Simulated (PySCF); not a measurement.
An equivalent PySCF input for C³⁺ (carbon, charge +3), [He] 2s1, 2S determinant, with the spin-free X2C one-electron Hamiltonian (Gaussian nucleus):

```python
from pyscf import gto, scf, dft, mp, cc
import basis_set_exchange as bse
mol = gto.M(atom="C 0 0 0", charge=3, spin=1, symmetry="D2h",
            basis=gto.basis.parse(bse.get_basis("jorge-DZP-DKH", elements=["C"], fmt="nwchem", header=False)),
            nucmod="G")
mf = dft.UKS(mol, xc="R2SCAN").sfx2c1e()
mf.irrep_nelec = {'Ag': (2, 1)}
mf.kernel()
```

It reaches the same state as the run whose output follows, with an energy that differs only through the grid. The run itself started from symmetry-adapted Hartree-Fock orbitals and held the occupation by maximum overlap, on a logarithmic radial grid, so the iterations belong to that start.

```
SCF conv_tol = 1e-09
number electrons alpha = 2  beta = 1
XC functionals = R2SCAN
    J. W. Furness, A. D. Kaplan, J. Ning, J. P. Perdew, and J. Sun.,  J. Phys. Chem. Lett. 11, 8208-8215 (2020)
    J. W. Furness, A. D. Kaplan, J. Ning, J. P. Perdew, and J. Sun.,  J. Phys. Chem. Lett. 11, 9248-9248 (2020)
    J. W. Furness, A. D. Kaplan, J. Ning, J. P. Perdew, and J. Sun.,  J. Phys. Chem. Lett. 11, 8208-8215 (2020)
    J. W. Furness, A. D. Kaplan, J. Ning, J. P. Perdew, and J. Sun.,  J. Phys. Chem. Lett. 11, 9248-9248 (2020)
cycle= 1 E= -34.7848894332087  delta_E= -0.0003  |g|= 0.00256  |ddm|= 0.013
cycle= 2 E= -34.7848900998651  delta_E= -6.67e-07  |g|= 0.000156  |ddm|= 0.00115
cycle= 3 E= -34.7848901031611  delta_E= -3.3e-09  |g|= 3.91e-06  |ddm|= 0.00011
cycle= 4 E= -34.7848901031634  delta_E= -2.29e-12  |g|= 2.38e-07  |ddm|= 4e-06
converged SCF energy = -34.7848901031634  <S^2> = 0.7500045  2S+1 = 2.0000045
```
